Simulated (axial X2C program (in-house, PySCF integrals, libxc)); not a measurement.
**TeF: nuclear properties from DFT to coupled cluster**

Computed with an in-house all-electron X2C program for linear molecules (integrals from PySCF): two-component X2C with atomic mean-field Coulomb and Gaunt terms, Gaussian nuclei, basis Te dyall-acv3z, F dyall-av3z with contracted cores.

R = 1.916 Å (near the PBE0 minimum at charge 0 of the determinant lowest at the starting distance; the state shown can have its own minimum elsewhere); state Ω = 3/2 (⟨Sz⟩ = 0.51, ⟨Lz⟩ = 0.99 at PBE0).

```tsv
level	Eeff magnitude (GV/cm)	Ws magnitude Te (kHz)	A∥/gI Te (MHz)	qzz Te (a.u.)	A∥/gI F (MHz)	μ (D)
PBE0	1.99	0.832	599	12.12	31.9	-2.10
HF	6.65	2.69	677	12.73	28.5	-2.53
B3LYP	1.53	0.656	622	12.28	33.2	-2.13
```

Eeff is the effective electric field on the electron electric dipole moment in this Ω state and Ws the scalar–pseudoscalar constant of the nucleus named (defined with the proton number Z and per Ω); A∥ (defined per Ω) follows by multiplying with gI = μI/(I μN); qzz is the electric field gradient, eQq0 = 234.96 MHz × Q/barn × qzz; μ is positive if the F end (last atom) is positive. The operators were transformed with the bare-nucleus X2C matrices; with these basis sets, hyperfine constants and field gradients can be off by tens of per cent, and where levels differ in sign neither size nor sign is settled.

Finite-field MP2, CCSD and CCSD(T), with 23 electrons correlated in 129 natural virtual spinors (MP2 remainder added):

| level | Eeff magnitude (GV/cm) | Ws magnitude Te (kHz) | A∥/gI Te (MHz) | qzz Te (a.u.) | A∥/gI F (MHz) | μ (D) |
| --- | --- | --- | --- | --- | --- | --- |
| MP2 | 1.18 | 0.431 | 508 | 12.45 | 18.5 | -2.23 |
| CCSD | 1.27 | 0.547 | 606 | 12.23 | 25.2 | -2.27 |
| CCSD(T) | 0.875 | 0.392 | 600 | 12.00 | 26.4 | -2.18 |

T1 = 0.015 (Lee–Taylor). One unrestricted determinant, the lowest of a limited PBE0 search, is the reference; the functionals treat spin collinearly. The sign of Eeff is opposite to CCSD(T) at MP2. Eeff spreads by more than a factor of two over the levels. Correlation of the inner shells is missing, which matters for properties at the nucleus. Number of frozen shells: Te 4 s, 3 p, 1 d; F 1 s.

(1) By how much does correlation change each value, CCSD(T) against HF?

## Answers

(1) Eeff magnitude -87 %; Ws magnitude Te -85 %; A∥/gI Te -11 %; qzz Te -6 %; A∥/gI F -7 %; μ -14 %.
